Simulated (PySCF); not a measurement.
input.py for BTe

The script input.py:

```python
from pyscf import gto, dft

mol = gto.M(
    atom='B 0 0 0; Te 0 0 2.135',
    basis='x2c-svpall',
    charge=0,
    spin=1,
    verbose=4,
)
mf = dft.ROKS(mol, xc='olyp')
mf = mf.sfx2c1e()
mf.kernel()
mf.analyze()
print('orbital energies (hartree):', mf.mo_energy[..., max(0, mol.nelec[1]-3):mol.nelec[0]+3].round(4))
```

```bash
$ OMP_NUM_THREADS=1 python input.py
```

Output (some set-up lines and the per-cycle HOMO/LUMO lines with their warnings removed):

```
PySCF version 2.14.0

[INPUT] verbose = 4
[INPUT] num. atoms = 2
[INPUT] num. electrons = 57
[INPUT] charge = 0
[INPUT] spin (= nelec alpha-beta = 2S) = 1
[INPUT] symmetry False subgroup None
[INPUT] Mole.unit = angstrom
[INPUT] Symbol           X                Y                Z      unit          X                Y                Z       unit  Magmom
[INPUT]  1 B      0.000000000000   0.000000000000   0.000000000000 AA    0.000000000000   0.000000000000   0.000000000000 Bohr   0.0
[INPUT]  2 Te     0.000000000000   0.000000000000   2.135000000000 AA    0.000000000000   0.000000000000   4.034565275946 Bohr   0.0

nuclear repulsion = 64.4431263883841
number of shells = 6
number of NR pGTOs = 129
number of NR cGTOs = 50
basis = x2c-svpall
ecp = {}

******** <class 'pyscf.x2c.sfx2c1e.sfX2C1eROKS'> ********
method = sfX2C1eROKS
initial guess = minao
damping factor = 0
level_shift factor = 0
DIIS = <class 'pyscf.scf.diis.CDIIS'>
diis_start_cycle = 1
diis_space = 8
diis_damp = 0
SCF conv_tol = 1e-09
SCF conv_tol_grad = None
SCF max_cycles = 50
direct_scf = True
direct_scf_tol = 1e-13
num. doubly occ = 28  num. singly occ = 1
XC library pyscf.dft.libxc version 7.0.0
    S. Lehtola, C. Steigemann, M. J.T. Oliveira, and M. A.L. Marques.,  SoftwareX 7, 1–5 (2018)
XC functionals = olyp
    N. C. Handy and A. J. Cohen.,  Mol. Phys. 99, 403 (2001)
    C. Lee, W. Yang, and R. G. Parr.,  Phys. Rev. B 37, 785 (1988)
    B. Miehlich, A. Savin, H. Stoll, and H. Preuss.,  Chem. Phys. Lett. 157, 200 (1989)
radial grids:
    Treutler-Ahlrichs [JCP 102, 346 (1995); DOI:10.1063/1.469408] (M4) radial grids

becke partition: Becke, JCP 88, 2547 (1988); DOI:10.1063/1.454033
pruning grids: <function nwchem_prune>
grids dens level: 3
symmetrized grids: False
atomic radii adjust function: <function treutler_atomic_radii_adjust>
small_rho_cutoff = 0

******** <class 'pyscf.x2c.sfx2c1e.SpinFreeX2CHelper'> ********
approx = 1e
xuncontract = 1
Set gradient conv threshold to 3.16228e-05
tot grids = 36008
init E= -6819.91466288664
cycle= 1 E= -6819.9195607726  delta_E= -0.0049  |g|= 0.36  |ddm|= 1.45
cycle= 2 E= -6818.16892648037  delta_E= 1.75  |g|= 1.76  |ddm|= 2.22

cycle= 3 E= -6819.37522897092  delta_E= -1.21  |g|= 0.366  |ddm|= 2.34
cycle= 4 E= -6819.84220618146  delta_E= -0.467  |g|= 0.46  |ddm|= 1.86
cycle= 5 E= -6819.98360802787  delta_E= -0.141  |g|= 0.0878  |ddm|= 1.15
cycle= 6 E= -6819.98630306712  delta_E= -0.0027  |g|= 0.0735  |ddm|= 0.144
cycle= 7 E= -6819.98746704972  delta_E= -0.00116  |g|= 0.0591  |ddm|= 0.0391
cycle= 8 E= -6819.98867556289  delta_E= -0.00121  |g|= 0.0403  |ddm|= 0.042
cycle= 9 E= -6819.98938325494  delta_E= -0.000708  |g|= 0.0212  |ddm|= 0.0249
cycle= 10 E= -6819.98960271009  delta_E= -0.000219  |g|= 0.00908  |ddm|= 0.0149
cycle= 11 E= -6819.98965258927  delta_E= -4.99e-05  |g|= 0.000463  |ddm|= 0.0107
cycle= 12 E= -6819.98965272854  delta_E= -1.39e-07  |g|= 2.87e-05  |ddm|= 0.000817
cycle= 13 E= -6819.98965272896  delta_E= -4.21e-10  |g|= 1.87e-06  |ddm|= 4.73e-05
Extra cycle  E= -6819.98965272895  delta_E= 1.09e-11  |g|= 4.45e-06  |ddm|= 8.24e-06
converged SCF energy = -6819.98965272895
**** SCF Summaries ****
Total Energy =                       -6819.989652728948386
Nuclear Repulsion Energy =              64.443126388384087
One-electron Energy =                -9479.707078586528951
Two-electron Energy =                 2595.274299469196649
Two-electron Coulomb Energy =         2778.902742632365062
DFT Exchange-Correlation Energy =     -183.628443163168242
**** MO energy ****
                Roothaan           | alpha              | beta
[18 lines left out]
MO #19  energy= -4.24242321107173  | -4.24257834033396  | -4.24226808180939  occ= 2
MO #20  energy= -1.56042888195976  | -1.56140045309881  | -1.5594573108259   occ= 2
MO #21  energy= -1.55678023860626  | -1.5574952638535   | -1.55606521335902  occ= 2
MO #22  energy= -1.55678020293318  | -1.55749522812068  | -1.55606517774562  occ= 2
MO #23  energy= -1.55014306212797  | -1.55033092681412  | -1.5499551974416   occ= 2
MO #24  energy= -1.55014087949839  | -1.55032874581372  | -1.54995301318309  occ= 2
MO #25  energy= -0.566349573923137 | -0.570834764251972 | -0.561864381281202 occ= 2
MO #26  energy= -0.356036210398199 | -0.366099348383193 | -0.345972994178539 occ= 2
MO #27  energy= -0.216790762897864 | -0.219941009070356 | -0.213640516725391 occ= 2
MO #28  energy= -0.216790731645377 | -0.219940978693423 | -0.213640484597309 occ= 2
MO #29  energy= -0.208241656872405 | -0.24516503363034  | -0.171318473145537 occ= 1
MO #30  energy= -0.0988039742623174 | -0.108612745643971 | -0.088995202880683 occ= 0
MO #31  energy= -0.0988039613082909 | -0.108612734091192 | -0.0889951885254124 occ= 0
MO #32  energy= 0.0368242923970918 | 0.0273854560299239 | 0.0462631878794803 occ= 0
[18 lines left out]
 ** Mulliken pop on meta-lowdin orthogonal AOs  **
 ** Mulliken pop  **
pop of  0 B 1s            1.99980
pop of  0 B 2s            1.42177
pop of  0 B 3s            0.00437
pop of  0 B 2px           0.46995
pop of  0 B 2py           0.46995
pop of  0 B 2pz           0.67224
pop of  0 B 3px           0.00000
pop of  0 B 3py           0.00000
pop of  0 B 3pz           0.00542
pop of  0 B 3dxy          0.00000
pop of  0 B 3dyz          0.00132
pop of  0 B 3dz^2         0.00209
[38 lines left out]
 ** Mulliken atomic charges  **
charge of    0B =     -0.04825
charge of    1Te =      0.04825
Dipole moment(X, Y, Z, Debye):  0.00000, -0.00000,  0.26541
orbital energies (hartree): [-0.356  -0.2168 -0.2168 -0.2082 -0.0988 -0.0988  0.0368]
```

In short: E(SCF) = -6819.989653 Eh, 13 cycles, μz(SCF) = 0.27 D.

Hardware: Arm Neoverse V1, 1 thread, shared host. Wall time 4.8 s, peak memory 0.2 GiB.

The bond length is a typed value, not an optimised one. No search for the lowest solution was made.
